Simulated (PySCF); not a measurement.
fluoroethane (C2H5F), SMILES CCF.

Coordinates come from a PBE-D3(BJ)/def2-TZVP optimisation.

Two levels are set side by side: PBE/def2-TZVPD (PySCF) and ωB97X/def2-TZVPD (PySCF). Same geometry, gas phase. Differences are taken from unrounded values.

```csv
quantity,PBE
orbital gap (eV),7.55
highest occupied level (eV),-7.73
lowest empty level (eV),-0.18
dipole moment (D),1.90
mean polarisability (bohr³),30.8
```

Problem. These are the PBE values. What does ωB97X give? (Estimate from the structure and the level; the computed values follow.)

Solution. 
```json
[
 {"quantity": "orbital gap (eV)", "ωB97X": "14.08", "PBE minus ωB97X": "-6.53"},
 {"quantity": "highest occupied level (eV)", "ωB97X": "-11.94", "PBE minus ωB97X": "4.21"},
 {"quantity": "lowest empty level (eV)", "ωB97X": "2.14", "PBE minus ωB97X": "-2.32"},
 {"quantity": "dipole moment (D)", "ωB97X": "2.03", "PBE minus ωB97X": "-0.13"},
 {"quantity": "mean polarisability (bohr³)", "ωB97X": "29.3", "PBE minus ωB97X": "1.6"}
]
```

Without exact exchange PBE keeps part of each electron's self-repulsion, which lifts occupied levels and narrows the gap. Loosely held outer electrons make PBE densities more polarisable. Differences between two approximate levels are no errors against the true value.

Rough cost on one machine, each run with all the roots and properties that it gave: ωB97X against PBE within a factor of 2.
